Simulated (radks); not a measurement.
Spherical jellium clusters: N electrons in a uniform positive sphere of charge N and radius rs N^(1/3), rs = 3.56 bohr. Method: non-relativistic Kohn-Sham, exchange-only LDA, spin-polarised, spherical densities; computed with a radial shooting solver with Libxc functionals. Levels are named by radial order and angular momentum (1s, 1p, 1d, 2s, ...), and open shells are averaged over m.

N = 25, configuration 1s2 1p6 1d10 2s2 1f(up 5, down 0). This is the lowest configuration that the search found. Occupied and some empty levels:

level    occupation  eigenvalue (eV)  <r> (bohr)
1s up             1          -5.3188       6.634
1s down           1          -5.0871       5.906
1p up             3          -4.5205       7.716
1p down           3          -4.0792       7.276
1d up             5          -3.4751       8.511
1d down           5          -2.9037       8.273
2s up             1          -2.8455       6.967
2s down           1          -2.5684       7.201
1f up             5          -2.2409       9.246
1f down           0          -1.5997       9.188
2p up             0          -1.5001       8.872
2p down           0          -1.1905       8.968
1g up             0         -0.88128       10.10
2d up             0         -0.38676       12.08
1g down           0         -0.23159       10.39
2d down           0        -0.091437       13.56

Energy (eV): total -23.7646, kinetic 53.465, external -1924.1, Hartree 945.72, exchange-correlation -79.165, background 980.28.

Electron density:

r (bohr)  n(r) (e/bohr^3)
0.761            0.006860
2.03             0.005965
3.31             0.005056
4.58             0.004903
5.85             0.005477
7.12             0.005854
8.39             0.005004
9.66             0.003048
10.9             0.001301
12.2            0.0004377
13.5            0.0001330
14.8           0.00003829
16.0           0.00001077
